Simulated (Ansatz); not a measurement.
`[CH3][AlH][GeH3]` → `[AlH2][GeH3]` + `[CH2]` (triplet)  (formal loss of a carbene)

Program: Ansatz. Geometries: PBE0-D4/def2-TZVP. ΔE: electronic, gas phase. CCSD(T)/CBS adds triple-zeta CCSD(T) − MP2 to the extrapolated MP2 energy (def2 sets, frozen cores). This one scheme is used for every species. Functionals use def2-TZVPP. HSE06 is defined as in plane-wave codes. Triplets are unrestricted, without spin–orbit coupling. For Ge outer-core shells are correlated without core-valence functions, which leaves a few kJ/mol of doubt a bond. Scalar relativity is left out up to krypton.

| level | ΔE (kJ/mol) |
| --- | --- |
| r2SCAN0-D4 | 456.5 |
| B2PLYP | 472.1 |
| PBE-QIDH | 477.1 |
| r2SCAN | 460.5 |
| r2SCAN0 | 454.9 |
| HSE06 | 475.1 |
| BHLYP | 453.5 |
| MP2/def2-QZVPP | 491.2 |

What does CCSD(T)/CBS give? (Estimate.)

Computed: +481.5 kJ/mol. The listed levels differ from it by -25.0, -9.4, -4.4, -21.0, -26.6, -6.4, -28.0, 9.7 kJ/mol.

Largest T1 diagnostic among the species: 0.012.

In def2-TZVPP, CCSD(T) changes the Hartree–Fock value by +142.2 kJ/mol (the triples alone add +11.8 kJ/mol) and MP2 by +157.5 kJ/mol. At CCSD(T), def2-SVP lies −30.2 kJ/mol from the extrapolated value and def2-TZVPP −13.2 kJ/mol. From BLYP to BHLYP (50 % exact exchange), in def2-TZVPP and without D4, ΔE moves by −9.5 kJ/mol.
